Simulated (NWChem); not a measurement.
Species: AlAsH2F2; SMILES [F][Al]([AsH2])[F]

```xyz
6

Al    -0.0002     1.0358     0.0000
As     0.0467    -1.3643     0.0000
H     -1.0049    -1.3786     1.1052
H     -1.0049    -1.3786    -1.1052
F      0.0262     1.9064    -1.4113
F      0.0262     1.9064     1.4113
```
Atoms are numbered in this order, from 1.

Program: NWChem. Pople sets run with spherical d functions. Coordinates come from a PBE0/def2-SVP optimisation.

For level PBE0/6-311G**:

* **dipole (D)**: 1.90

Problem. How do the values read with level PBE0/6-31G* instead?

Solution. 
- dipole (D) = 1.67
